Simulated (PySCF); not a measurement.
Dipole moment and polarisability of Ti(OtBu)Cl3

Compound: Ti(OtBu)Cl3, C₄H₉Cl₃OTi (singlet state).
Structure used (PBE0-D3(BJ)/def2-SVP), in Å, numbered top down from 1:
```
atom  x, y, z in Å
Ti1    1.3991   -0.2343   -2.1085
O2     0.7671    0.0672   -0.5513
C3    -0.2114    0.0892    0.4931
C4    -1.1495   -1.0872    0.2550
C5     0.5473   -0.0457    1.8044
C6    -0.9379    1.4219    0.3838
H7    -1.9094   -1.1365    1.0483
H8    -1.6606   -0.9790   -0.7134
H9    -0.5858   -2.0318    0.2468
H10    1.1046   -0.9932    1.8286
H11   -0.1530   -0.0290    2.6524
H12    1.2604    0.7828    1.9215
H13   -1.3965    1.5237   -0.6106
H14   -0.2376    2.2567    0.5319
H15   -1.7289    1.4887    1.1451
Cl16   3.2522    0.8795   -2.4019
Cl17  -0.1130    0.4328   -3.5326
Cl18   1.6965   -2.3888   -2.3147
```

Level: CAM-B3LYP/def2-SVPD (PySCF), static field, nuclei fixed, core orbitals frozen in the response. The polarisability tensor in these axes (au):

```
x   134.18  -0.15  -9.52
y    -0.15 128.07  -0.01
z    -9.52  -0.01 136.08
```

Give the principal values, the mean and the anisotropy Δα = √{½[(α1 − α2)² + (α2 − α3)² + (α1 − α3)²]}.

Principal values 125.56, 128.07 and 144.69 au; mean 132.78 au = 19.68 Å³ = 21.89 × 10⁻⁴⁰ C²·m²/J; Δα = 18.01 au (14 % of the mean).

What is the dipole moment, and where does it point?

(-2.30, 0.43, 3.68) D, 4.36 D in size, pointing from the negative to the positive side. Measured along this direction, the outermost atoms are Cl16 at the negative end and H11 at the positive end.

Rayleigh depolarisation ratio (linearly polarised light, static tensor)?

ρ = 3Δα²/(45ᾱ² + 4Δα²) = 973.2/(793323 + 1297.6) = 0.00122.

Estimate the molar refractivity from the static electronic polarisability.

Lorentz–Lorenz: R = (4π/3)N_A α = 2.5225 cm³/(mol·Å³) × 19.68 Å³ = 49.6 cm³/mol, in the limit of long wavelengths.

In TDDFT the mean static polarisability is Σ f/ω² over all singlet excitations (ω in hartree). How much of it do the 15 lowest give? Their energies (eV) and oscillator strengths: 4.59, 0.0004; 4.68, 0.0003; 4.70, 0.0011; 4.84, 0.0117; 4.88, 0.0273; 4.97, 0.0318; 5.31, 0.0016; 5.37, 0.0017; 5.42, 0.0004; 5.42, 0.0024; 5.46, 0.0004; 5.56, 0.0027; 5.57, 0.0009; 5.61, 0.0027; 5.66, 0.0056.

They add up to 2.69 au, 2.0 % of the 132.78 au; the largest single term is 0.95 au, from the state at 4.97 eV. Terms in order: 0.01, 0.01, 0.04, 0.37, 0.85, 0.95, 0.04, 0.04, 0.01, 0.06, 0.01, 0.07, 0.02, 0.06, 0.13 au. Higher excitations give the rest. The strengths listed sum to 0.091.

Geometry: PBE0-D3(BJ)/def2-SVP; no solvent, vibrations or thermal averaging.
